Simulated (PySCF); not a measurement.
Ga(NH2)3, H6GaN3, SMILES [NH2][Ga]([NH2])[NH2], singlet at its PBE0/def2-SVP optimised geometry (Å):

```
10

Ga    -0.2215     0.0050     0.0000
N      1.5999     0.0050     0.0000
H      2.1291    -0.8234     0.2423
H      2.1248     0.8396     0.2300
N     -1.1306     1.5857     0.0000
H     -2.1008     1.6205    -0.2892
H     -0.6625     2.4478    -0.2529
N     -1.1358    -1.5688    -0.0712
H     -2.1291    -1.6076     0.1210
H     -0.6948    -2.4478     0.1696
```

Calculation: PySCF with PBE0/def2-TZVP.

Map of the electrostatic potential (hartree/e), clipped to [-0.08, 0.12] on the plane z = 1.0 Å:

```
|-------------------------------|
|-------------------------------|
|-------------------------------|
|--------::::-------------------|
|-------::::::------------------|
|------:::...::-------=====-----|
|------::.. ..::-----=======----|
|------::.    .::----========---|
|------:.      .:---==========--|
|------:.    ...:---===+++====--|
|------::.  ...:-=====+**++===--|
|------::. ..:-=+++=-=*##*+===--|
|-------::.::=#@@%*=-=*##*+===--|
|--------::-+@@@@@%=--+**+====--|
|----------+%@@@@@@=-==++====---|
|---------=*@@@@@@@+-=+======---|
|---====--=+%@@@@@@=-=+++=====--|
|--======--=+@@@@@%=--+**++===--|
|-========---+#@@%*=-=*%%*+===--|
|-====+++=-::--+*++===*##*+===--|
|-====++*+=---:-======+**++===--|
|-====++*+=------=====++++====--|
|-====++++=-==================--|
|-===========+**+=============--|
|--=========+*#*++===========---|
|---========+***++==========----|
|------======++++=========------|
|---------====+=========--------|
|---------============----------|
|----------==========-----------|
|-----------=======-------------|
```
Scale: ten equal steps from -0.065 (start of ' ') to 0.120 (end of '@'), in the order ' .:-=+*#%@'; x runs from -4.50 to 4.50, y from -4.50 (bottom) to 4.50 (top).
